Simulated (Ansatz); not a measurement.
Reactions of CH₆GaNO (`[CH3][Ga]([NH2])[OH]`).

Gas-phase electronic energies from Ansatz, PBE0-D4/def2-TZVP geometries. CCSD(T)/CBS adds triple-zeta CCSD(T) − MP2 to the extrapolated MP2 energy (def2 sets, frozen cores). This one scheme is used for every species. Functionals use def2-TZVPP. B3LYP here is the variant with VWN-RPA as its local correlation; programs differ in this. Elements past krypton have def2 core potentials. For Br, Ga, In outer-core shells are correlated without core-valence functions, which leaves a few kJ/mol of doubt a bond. Scalar relativity is left out up to krypton. One conformer a species, not always the lowest.

| reaction | CCSD(T)/CBS(def2) (kcal/mol) |
| --- | --- |
| `[CH3][Ga]([NH2])[OH]` + `NB(O)O[SiH3]` → `COB(N)O[SiH3]` + `[NH2][GaH][OH]` | 22.6 |
| `[CH3][Ga]([NH2])[OH]` + HCl → `[CH3][Ga]([NH2])[Cl]` + H₂O | ? |
| `[CH3][Ga]([NH2])[OH]` + `[AlH2][NH][SiH3]` → `C[SiH2][NH][AlH2]` + `[NH2][GaH][OH]` | -1.3 |
| `[CH3][Ga]([NH2])[OH]` + `[CH3][In]([Br])[Br]` → `[CH3][Ga]([CH3])[OH]` + `[NH2][In]([Br])[Br]` | 8.4 |

Fill in the missing values. (Best estimate.)

The calculation gave: `[CH3][Ga]([NH2])[OH]` + HCl → `[CH3][Ga]([NH2])[Cl]` + H₂O: -17.0 kcal/mol.

Largest T1 diagnostic: 0.014, for `[NH2][GaH][OH]`.
